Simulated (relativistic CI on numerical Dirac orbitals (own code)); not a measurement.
Ti2+ (3d2) in a crystal field

Calculated by Dirac-Coulomb-Breit CI, KLI orbitals optimised for each configuration, model QED, valence Slater integrals scaled by 0.7, one configuration in a parametric crystal field (own radial code).

Field parameters in Wybourne normalisation: Oh B⁴₀ = 21Dq, B⁴₄ = √(5/14) B⁴₀. The field is a parameter set, without covalency.

S is read from ⟨S²⟩ = S(S + 1).

Levels (cm⁻¹, degeneracy): 0 (2), 2 (3), 133 (3), 196 (1), 8652 (3), 8763 (2), 19514 (1), 20108 (1), 20134 (3), 20185 (2), 20186 (3), 28047 (1).

Q: Which field gives this pattern?
A. Oh, 10Dq = 29250 cm⁻¹
B. Oh, 10Dq = 26650 cm⁻¹
C. Oh, 10Dq = 16250 cm⁻¹
D. Oh, 10Dq = 21450 cm⁻¹

A: D. Oh, 10Dq = 21450 cm⁻¹, ground level with S = 1.00.
